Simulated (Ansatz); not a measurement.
**Which method gave which barrier?**

Saddle point of SnH₇OF, singlet (SnH₄ + H₂O + HF → SnH₃F ([F][SnH3]) + H₂O + H₂; bonds formed: Sn1–F7, H2–H8, H6–O9; bonds broken: Sn1–H2, H6–F7, H8–O9), PBE0-D4/def2-TZVP structure:

```xyz
10
angstrom
Sn -0.8319 1.1793 -0.1472
H -0.2534 -0.4760 -1.0180
H -1.7342 1.2393 -1.6304
H -1.9936 1.0473 1.0884
H 0.2423 2.4952 -0.2002
H 1.1649 -0.8134 0.7820
F 0.5306 0.3018 1.2634
H 0.4339 -1.0180 -0.6340
O 1.3669 -1.5536 0.0733
H 1.0746 -2.4018 0.4228
```

Computed with Ansatz 0.2.0 (basis: def2-TZVPP, with def2-QZVPP for the basis limit); correlated methods freeze the cores. Filled d shells of the heavier atoms are correlated. Core potentials replace the inner electrons of the atoms past krypton. The def2 sets are not built for correlating such inner shells, so the correlated values are less sure here. Extrapolation: Hartree–Fock as exp(−7.88 √X), correlation as X^−2.97. Four methods, as single points on the PBE0-D4 structures, gave these electronic barriers from the start structure: 23.04, 28.76, 34.40, 47.38 kcal/mol.

Q: The methods were, in alphabetical order, BHLYP-D4, HF, PBE-D4, PBE0-D4. Which gave which? (A judgement: the text doesn't fix the answer.)

A: By the calculation: PBE-D4 23.04; PBE0-D4 28.76; BHLYP-D4 34.40; HF 47.38 kcal/mol. For comparison, CCSD(T) at an estimated basis limit (MP2 extrapolated from triple and quadruple zeta, plus CCSD(T) − MP2 in triple zeta) gives 32.53 kcal/mol.

The T1 diagnostic stays at or below 0.014.

Labels in which every atom is bracketed show which atoms are joined, not bond orders.

For scale, one of the runs: CCSD(T)/def2-TZVPP, 210 basis functions, launched by `ansatz run in.yaml --threads 4 --pin off --events-out ev --progress --plain --max-ram 9574MiB`. Time: 26 s of wall clock on 4 CPU threads of an AMD EPYC 9R45; the host was shared. Peak host memory: 3.4 GiB.
